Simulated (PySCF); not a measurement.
This script is equivalent to a calculation on Tl²⁺ (thallium, charge +2).

```python
from pyscf import gto, scf, dft, mp, cc
import basis_set_exchange as bse
txt = bse.get_basis("cc-pVTZ-PP", elements=["Tl"], fmt="nwchem", header=False)
cut = txt.index("\nECP")
mol = gto.M(atom="Tl 0 0 0", charge=2, spin=1, symmetry="D2h",
            basis=gto.basis.parse(txt[:cut]),
            ecp={"Tl": gto.basis.parse_ecp(txt[cut:])})
mf = dft.UKS(mol, xc="PBE")
mf.irrep_nelec = {'Ag': (4, 3), 'B1g': (1, 1), 'B2g': (1, 1), 'B3g': (1, 1), 'B1u': (1, 1), 'B2u': (1, 1), 'B3u': (1, 1)}
mf.kernel()
```

What total energy does it give?

-171.582 hartree (calculated).

Which occupied shell lies highest, and where?

6s α, at -25.746 eV.

What is ⟨S²⟩, and what would a pure spin state give?

0.750, against 0.75.

Energies and moments cover only the electrons outside the core potential. Spin-orbit coupling, which splits the p, d and f shells strongly at this Z, is absent.
